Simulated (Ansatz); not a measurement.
CH$_{3}$FIIn, SMILES `F[CH2][InH][I]` from Hartree–Fock to CCSD(T)

```
atom   x (Å)   y (Å)   z (Å)
  F1  -1.821  -0.985   0.508
  C2  -0.927   0.073   0.513
 In3   0.869  -0.371  -0.615
  I4   2.520   1.744  -0.536
  H5  -0.659   0.303   1.548
  H6  -1.418   0.951   0.084
  H7   1.436  -1.715  -1.503
```

Charge 0, multiplicity 1. Correlated methods include outer-core shells of I, In, which these sets cover unevenly. In, I: def2 effective core potential. All single points use the PBE0-D4/def2-TZVP geometry. It is one conformer, not always the lowest. Frozen core, restricted reference, the Gaussian-basis code of Ansatz.

```json
{"basis": "def2-SVP", "HF (Eh)": "-624.82303", "MP2 corr.": "-0.52500"}
{"basis": "def2-TZVPP", "HF (Eh)": "-625.01214", "MP2 corr.": "-1.19980"}
{"basis": "def2-QZVPP", "HF (Eh)": "-625.02079", "MP2 corr.": "-1.59531"}
```

Q: Estimate the CCSD correlation energy and the (T) correction in each basis where they were run (hartree).

A: 
| basis | CCSD corr. | (T) |
| --- | --- | --- |
| def2-SVP | -0.55886 | -0.01343 |
| def2-TZVPP | -1.18087 | -0.03313 |
